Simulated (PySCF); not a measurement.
# Electron affinity of As by level of theory

As⁻ [Ar] 3d10 4s2 4p4 (3P) → As [Ar] 3d10 4s2 4p3 (4S), as a difference of total energies. All numbers are calculated (PySCF 2.14, no relativity, point nucleus, in def2-TZVPPD (7s5p5d1f, 54 functions)). Correlated levels: valence: [Ar] 3d10 frozen. The calculations carry no spin-orbit coupling.

```
           method  electron affinity (eV)
              UHF                  -0.703
    MP2 (valence)                  -0.074
SCS-MP2 (valence)                  -0.011
   CCSD (valence)                   0.036
CCSD(T) (valence)                   0.069
```

A first-order spin-orbit estimate (lowest level to lowest level, LS coupling) adds 0.062 eV.

These non-relativistic numbers lack the scalar-relativistic shift.

Errors of the correlated levels include the incompleteness of this basis and the frozen core.

A negative affinity means that the anion lies above the atom at that level of theory.

For comparison: 0.804 eV (measured; photodetachment measurements, as compiled on the Wikipedia data page of electron affinities).
